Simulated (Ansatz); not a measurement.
One change: `ClB1CO1` becomes `[Cl][Al]1[CH2][O]1`.

Ansatz, PBE0-D4/def2-TZVP geometries, multiplicity 1. 

```csv
property,`ClB1CO1`
vertical ionisation energy (CCSD(T)/CBS(def2)) / eV,11.10
LUMO energy (ωB97M-V/def2-TZVPP) / eV,1.91
HOMO–LUMO gap (PBE0/def2-TZVPP) / eV,8.19
LUMO energy (PBE/def2-TZVPP) / eV,-1.23
size of the dipole moment (ωB97M-V/def2-TZVPP) / D,1.45
HOMO energy (ωB97M-V/def2-TZVPP) / eV,-10.68
```

Give the same properties after the change, and the shifts. (Estimate.)

Computed: 
| property | `[Cl][Al]1[CH2][O]1` | shift |
| --- | --- | --- |
| vertical ionisation energy (CCSD(T)/CBS(def2)) / eV | 9.30 | -1.80 |
| LUMO energy (ωB97M-V/def2-TZVPP) / eV | 0.21 | -1.70 |
| HOMO–LUMO gap (PBE0/def2-TZVPP) / eV | 5.30 | -2.89 |
| LUMO energy (PBE/def2-TZVPP) / eV | -2.40 | -1.17 |
| size of the dipole moment (ωB97M-V/def2-TZVPP) / D | 2.03 | 0.58 |
| HOMO energy (ωB97M-V/def2-TZVPP) / eV | -9.09 | 1.59 |

With PBE0 the HOMO rises by 1.55 eV and the LUMO falls by 1.35 eV, so the gap narrows by about 2.90 eV. PBE moves the HOMO by 1.41 eV and ωB97M-V by 1.59 eV. Dipoles are sizes alone; their direction can turn.
